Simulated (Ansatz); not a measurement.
Reaction (formal exchange of groups at the Se–C bond): `[SeH]C1N[SiH2]1` + `C[SiH2]C` → `C[SiH](C)[SeH]` + `C1N[SiH2]1`

Isolated molecules relaxed with PBE0-D4/def2-TZVP in Ansatz; ΔE leaves out vibrations. CCSD(T)/CBS adds triple-zeta CCSD(T) − MP2 to the extrapolated MP2 energy (def2 sets, frozen cores). DFT in def2-TZVPP. B3LYP here is the variant with VWN-RPA as its local correlation; programs differ in this. For Se outer-core shells are correlated without core-valence functions, which leaves a few kJ/mol of doubt a bond. Scalar relativity is left out up to krypton. Each species was taken in one conformer, which may not be the lowest.

| level | ΔE (kJ/mol) | difference from CCSD(T)/CBS |
| --- | --- | --- |
| LDA (SPW92) | -100.5 | 6.9 |
| PBE-D4 | -102.3 | 5.1 |
| revPBE-D4 | -100.6 | 6.8 |
| BLYP-D4 | -96.8 | 10.6 |
| r2SCAN-D4 | -107.7 | -0.3 |
| B97M-V | -105.1 | 2.3 |
| PBE0-D4 | -107.3 | 0.1 |
| B3LYP-D4 | -101.8 | 5.6 |
| r2SCANh-D4 | -109.0 | -1.6 |
| r2SCAN0-D4 | -110.6 | -3.2 |
| BHLYP-D4 | -106.7 | 0.7 |
| CAM-B3LYP-D4 | -102.5 | 4.9 |
| ωB97X-V | -104.2 | 3.2 |
| ωB97M-V | -106.2 | 1.2 |
| B2PLYP | -102.2 | 5.2 |
| PBE-QIDH | -107.9 | -0.5 |
| PBE | -101.7 | 5.7 |
| revPBE | -101.4 | 6.0 |
| BLYP | -96.3 | 11.1 |
| r2SCAN | -107.4 | 0.0 |
| PBE0 | -106.6 | 0.8 |
| B3LYP | -101.0 | 6.4 |
| r2SCANh | -108.7 | -1.3 |
| BHLYP | -105.5 | 1.9 |
| CAM-B3LYP | -101.8 | 5.6 |
| LC-ωPBE | -107.1 | 0.3 |
| RPA@PBE/def2-TZVPP | -96.6 | 10.8 |
| HF/def2-SVP | -103.7 | 3.7 |
| MP2/def2-SVP | -98.8 | 8.6 |
| CCSD/def2-SVP | -98.5 | 8.9 |
| HF/def2-TZVPP | -107.8 | -0.4 |
| MP2/def2-TZVPP | -104.0 | 3.4 |
| CCSD/def2-TZVPP | -103.8 | 3.6 |
| CCSD(T)/def2-TZVPP | -102.5 | 4.9 |
| HF/def2-QZVPP | -107.3 | 0.1 |
| MP2/def2-QZVPP | -106.6 | 0.8 |
| SCS-MP2/def2-QZVPP | -103.4 | 4.0 |
| HF/CBS(def2) | -107.2 | 0.2 |
| MP2/CBS(def2) | -108.8 | -1.4 |
| CCSD/CBS(def2) | -108.6 | -1.2 |
| CCSD(T)/CBS | -107.4 | 0 |

Largest T1 diagnostic among the species: 0.012.

From BLYP to BHLYP (50 % exact exchange), in def2-TZVPP and without D4, ΔE moves by −9.3 kJ/mol. At CCSD(T), def2-SVP lies +10.6 kJ/mol from the extrapolated value and def2-TZVPP +4.9 kJ/mol. Leaving LDA and LC-ωPBE aside and taking each functional with its dispersion term where it has one, the values spread over 13.9 kJ/mol, from r2SCAN0-D4 to BLYP-D4.

CCSD(T)/CBS has its own doubt, a few kJ/mol and more with outer-core shells, so smaller differences from it don't rank the levels.
